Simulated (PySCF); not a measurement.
Unknowns

Averaged over atoms made equivalent by symmetry, fast rotation or ring inversion, gas phase, one conformer, non-relativistic Hamiltonian. σ from GIAO-PBE0/pcSseg-1; geometry: GFN2-xTB; PySCF 2.14.0 with density-fitted response routines.

Chemical shifts δ = σref − σ; 1H (σref 31.72), 13C (σref 186.93) against TMS, all at this level. Splittings of carbon signals by F and P are missing where no couplings were computed. Where no couplings were computed, multiplicities follow the n + 1 count of equivalent neighbours, and m marks all less simple cases (inequivalent or close neighbours, rings, F or P nearby). Shifts are as computed. Against solution values, carbons near 30 ppm lie about +3 ppm off and those near 130 ppm about +5 ppm. Of 1211 compounds with measured shifts, 218 miss one by over three times the rms of a fit or turn the order of signals round; such compounds aren't used in these exercises.

Task: C₅H₁₃NSi₂. 1H NMR (400 MHz, computed): δ 6.73 (q, 1H), 4.61 (s, 6H), 2.98 (m, 1H), 2.09 (d, 3H), 1.29 (m, 1H), 0.93 (m, 1H). 13C{1H} NMR (computed): δ 131.8 (C), 131.3 (CH), 36.6 (CH), 21.1 (CH3), 13.4 (CH2). Give a structure.

Result: `C/C=C1\C[C@@H]1N([SiH3])[SiH3]`. Rings plus π bonds: 2 (1 ring in the answer). 5 carbon signals for 5 carbons: no two carbons are equivalent. Carbon types of the structure: 1 × C, 2 × CH, 1 × CH2, 1 × CH3, leaving 6 H on heteroatoms. δC 131.8: fully substituted alkene carbon; the olefinic region. δC 131.3: alkene CH; an sp2 carbon of a C=C bond. δC 21.1: allylic methyl carbon; aliphatic region, no heteroatom directly attached. δH 6.73: hydrogen on an alkene CH; a vinylic proton, deshielded by the sp2 carbon and the C=C anisotropy.

This is the structure that produced the data.

Task: C₈H₉F. 1H NMR (400 MHz, computed): δ 7.54 (m, 2H), 7.48 (m, 2H), 5.94 (m, 2H), 2.51 (s, 3H). 13C{1H} NMR (computed): δ 142.0 (C), 141.4 (C), 134.4 (CH), 128.1 (CH), 86.9 (CH2), 23.9 (CH3). Identify the compound.

Result: SMILES Cc1ccc(CF)cc1. Rings plus π bonds: 4 (1 ring in the answer). 6 carbon signals for 8 carbons: some carbons are equivalent by symmetry or fast rotation. Carbon types of the structure: 2 × C, 4 × CH, 1 × CH2, 1 × CH3, which accounts for all hydrogens. δC 142.0, 141.4: substituted aromatic carbon. δC 134.4, 128.1: aromatic CH; the aromatic region. δC 86.9: sp3 CH2 bonded to F, on an aromatic ring; pulled downfield by the heteroatom. δH 5.94: hydrogen on an sp3 CH2 bonded to F, on an aromatic ring; its carbon carries F, hence the downfield position.

The shifts were computed for this structure.
